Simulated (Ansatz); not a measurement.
Reaction (redistribution): `N[SiH2]O[SiH2]N` + `O[SiH2]N[SiH3]` → `N[SiH2]O[SiH3]` + `N[SiH2]N[SiH2]O`

Isolated molecules relaxed with PBE0-D4/def2-TZVP in Ansatz; ΔE leaves out vibrations. CCSD(T)/CBS is the MP2 limit (def2-TZVPP, def2-QZVPP) plus CCSD(T) − MP2 in def2-TZVPP, frozen cores. DFT in def2-TZVPP. Each species was taken in one conformer, which may not be the lowest.

```csv
level,ΔE (eV)
r2SCAN-D4,0.03
PBE0-D4,0.03
PBE,0.03
HF/CBS(def2),0.02
```

(1) What does CCSD(T)/CBS give? (Best estimate.)

Largest T1 diagnostic among the species: 0.011.

## Answers

(1) The calculation gave: +0.02 eV. The listed levels differ from it by 0.01, 0.01, 0.01, 0.00 eV.
